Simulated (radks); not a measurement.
Task: The table gives one normalised radial function P(r) = r R(r) of Co2+ in [Ar] 3d7 (r in bohr). Method: non-relativistic Kohn-Sham, LDA (Slater exchange, VWN5 correlation), spin-polarised, spherical densities, point nucleus; open shells are filled with parallel spins first; hard spherical wall at 3 bohr; computed with a radial shooting solver on a logarithmic mesh with Libxc functionals.

r,P
0.00604,0.0770
0.007617,0.0929
0.009606,0.1106
0.01211,0.1297
0.0154,0.1494
0.01942,0.1663
0.02449,0.1778
0.03114,0.1792
0.03927,0.1646
0.04952,0.1281
0.06295,0.0626
0.07939,-0.0277
0.1001,-0.1357
0.1263,-0.2400
0.1605,-0.3078
0.2024,-0.2937
0.2553,-0.1732
0.3245,0.0541
0.4093,0.3085
0.5161,0.4876
0.6561,0.4789
0.8275,0.2375
1.044,-0.1767
1.316,-0.6216
1.673,-0.9148
2.11,-0.8549
2.661,-0.3795

Which n and l does it have? It may be an empty orbital.

Result: n = 4, l = 0: the number of nodes gives n - l - 1 = 3, the rise at small r (about r^(l+1)) gives l, and the extent must fit the shell. The curve is that of 4s down; the table hardly tells the two spins apart. 4s down (empty): eigenvalue -8.333 eV, 3 radial nodes at r = 0.0744, 0.309, 0.952 bohr, <r> = 1.75 bohr, 90 % of the charge inside 2.37 bohr.
